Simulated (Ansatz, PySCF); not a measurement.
Sites of deprotonation of C=CC[SiH3]:

A. C=CC[SiH3] → C=[C-]C[SiH3] + H+
B. C=CC[SiH3] [prop-2-enylsilane] -> C=C[CH-][SiH3] + H+

Quantity: gas-phase deprotonation energy (enthalpy at 298 K, with B3LYP-D3(BJ) rigid-rotor harmonic-oscillator terms from PySCF), kJ/mol. Each molecule is optimised on its own at B3LYP-D3(BJ)/def2-TZVP (Ansatz, a first-principles code), one conformer each, not searched for the lowest. Cores are frozen in the correlated levels unless marked. Spin-orbit coupling is left out. Non-relativistic. Basis-set limits of correlation are two-point, X^-3; Hartree-Fock from the larger set. Anions need diffuse functions, which plain sets lack and def2-D sets hold few of.

```json
[
 {"": "A", "r2SCAN-D3(BJ)/def2-TZVPD (Ansatz + dftd3)": "1661.4", "B2GP-PLYP-D4/def2-TZVPD (Ansatz + dftd4)": "1663.1", "B2GP-PLYP/def2-TZVPD (Ansatz)": "1664.3", "CCSD(T)/CBS(aug-cc-pV(T+d)Z,aug-cc-pV(Q+d)Z) (Ansatz)": "[?]"},
 {"": "B", "r2SCAN-D3(BJ)/def2-TZVPD (Ansatz + dftd3)": "1540.1", "B2GP-PLYP-D4/def2-TZVPD (Ansatz + dftd4)": "1548.2", "B2GP-PLYP/def2-TZVPD (Ansatz)": "1549.0", "CCSD(T)/CBS(aug-cc-pV(T+d)Z,aug-cc-pV(Q+d)Z) (Ansatz)": "[?]"}
]
```

Problem. Fill in the missing entries.

Solution. 
- A, CCSD(T)/CBS(aug-cc-pV(T+d)Z,aug-cc-pV(Q+d)Z) (Ansatz): 1662.9
- B, CCSD(T)/CBS(aug-cc-pV(T+d)Z,aug-cc-pV(Q+d)Z) (Ansatz): 1554.1
